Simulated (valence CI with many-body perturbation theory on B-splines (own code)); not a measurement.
**Gd¹⁴⁺: one-electron terms**

Method: relativistic CI+MBPT: four valence electrons over a frozen Dirac-Fock core [Kr] 4d10, a basis of 8 s, 8 p, 9 d, 9 f, 6 g, 3 h, 2 i functions for each j, with the one-electron correlation potential Σ1, the two-electron term Σ2, the three-electron term Σ3, Breit, model QED; selected CI, second order for the rest, scaled by the run's own slope (own B-spline code, finite nucleus).

No measured levels were compared; by estimate terms of the open shell hold to a few per cent of their energy, and close levels can change places; configurations with another count of f electrons can be misplaced by thousands of cm⁻¹. Core correlation moves these levels by up to 44000 cm⁻¹, and in measured spectra 5 to 20 % of such shifts remained as error; rates that hang on mixing are uncertain with them.

These are the spectroscopic orbitals of the CI (the correlating ones are not listed), shaped by the core and the other valence electrons. h is the expectation value of the core's Dirac-Fock operator, without the valence repulsion; Σ1 is computed up to l = 3 at one energy for each symmetry, that of its lowest orbital but kept below the first core excitation, so for empty shells it is not the orbital's own correlation shift; Breit and QED include the response of the core.

```tsv
Orbital	h (hartree)	Σ1 (cm⁻¹)	Breit (cm⁻¹)	QED (cm⁻¹)	⟨r⟩ (bohr)
5s1/2	-13.096	-18189	1176	1059	1.117
6s1/2	-7.8236	-5773	574	508	1.863
7s1/2	-5.2039	-2545	289	258	2.847
5p1/2	-12.046	-17325	1854	-18.3	1.164
6p1/2	-7.2993	-5502	866	-8.7	1.964
7p1/2	-4.9166	-2558	461	-4.6	2.975
5p3/2	-11.672	-16071	1057	80.4	1.205
6p3/2	-7.1248	-5275	503	37.7	2.015
7p3/2	-4.8204	-2485	291	20.3	3.037
5d3/2	-9.9651	-12696	549	-65.3	1.318
6d3/2	-6.2714	-4638	269	-31.1	2.212
7d3/2	-4.3378	-2362	154	-17.6	3.298
5d5/2	-9.892	-12234	282	-32.1	1.329
6d5/2	-6.2358	-4509	139	-15.3	2.226
7d5/2	-4.3174	-2303	81.4	-8.7	3.314
4f5/2	-13.942	-26273	-444	-187	0.6639
5f5/2	-7.9173	-8744	-50.5	-50.5	1.517
4f7/2	-13.9	-25819	-931	-152	0.6678
5f7/2	-7.9031	-8699	-192	-39.4	1.520
5g7/2	-6.5022		-27.6	-3.0	1.704
5g9/2	-6.5021		-39.6	-1.7	1.704
```

Among the shells of the start configuration 4f2 5s2, Σ1 is largest in size for 4f5/2, where it is 0.86 % of h.

Lowest root of each symmetry, sizes in configuration state functions:

| J | Parity | Roots | Reference | Variational | Second order | Change by selected CI (cm⁻¹) | Change by second order (cm⁻¹) |
| --- | --- | --- | --- | --- | --- | --- | --- |
| 1 | even | 2 | 50 | 19899 | 212723 | -6617 | -10 |
| 2 | even | 5 | 89 | 28348 | 662933 | -6880 | -45 |
| 3 | even | 4 | 86 | 26275 | 1009810 | -6661 | -75 |
| 4 | even | 6 | 96 | 28644 | 1198131 | -5354 | -62 |
| 5 | even | 4 | 72 | 25798 | 1050151 | -5282 | -73 |
| 6 | even | 4 | 60 | 27743 | 773691 | -5277 | -53 |
| 7 | even | 3 | 33 | 23750 | 145124 | -5313 | -26 |
| 8 | even | 2 | 22 | 24178 | 87188 | -5370 | -9 |
| 0 | odd | 2 | 9 | 10740 | 172065 | -10666 | -23 |
| 1 | odd | 5 | 26 | 31402 | 508954 | -8502 | -16 |
| 2 | odd | 8 | 36 | 32764 | 757010 | -8481 | -43 |
| 3 | odd | 7 | 38 | 31374 | 1077552 | -8415 | -73 |
| 4 | odd | 9 | 37 | 31452 | 1146268 | -7561 | -83 |
| 5 | odd | 8 | 32 | 31960 | 1182457 | -7641 | -73 |
| 6 | odd | 6 | 22 | 31285 | 1018076 | -7658 | -53 |
| 7 | odd | 5 | 13 | 32236 | 781254 | -7682 | -32 |
| 8 | odd | 3 | 6 | 27278 | 530595 | -7724 | -17 |
